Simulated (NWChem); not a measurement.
System: H2TeO2; SMILES O[Te]O

Here is an NWChem input.

```
start job
memory heap 200 mb stack 900 mb global 1100 mb
geometry units angstroms noautoz
  Te     0.000000     0.000000     0.271285
  O     -1.515261    -0.055027    -1.011423
  H     -1.695956     0.854035    -1.285270
  O      1.515261     0.055027    -1.011423
  H      1.695956    -0.854035    -1.285270
end
basis spherical
  Te library def2-svp
  O library def2-svp
  H library def2-svp
end
ecp
  Te library def2-ecp
end
dft
  xc hfexch
  iterations 150
  mulliken
end
task dft energy
```

Geometry: optimised at PBE0/def2-SVP. def2 effective core potentials on Te; no spin-orbit coupling.

What results follow from this input? (Hartree-Fock/def2-SVP with def2 effective core potentials on Te.) Quantities: energy (Ha); highest occupied level (eV); orbital gap (eV); dipole (D).


```yaml
energy (Ha): -417.72
highest occupied level (eV): -8.82
orbital gap (eV): 10.82
dipole (D): 1.39
```
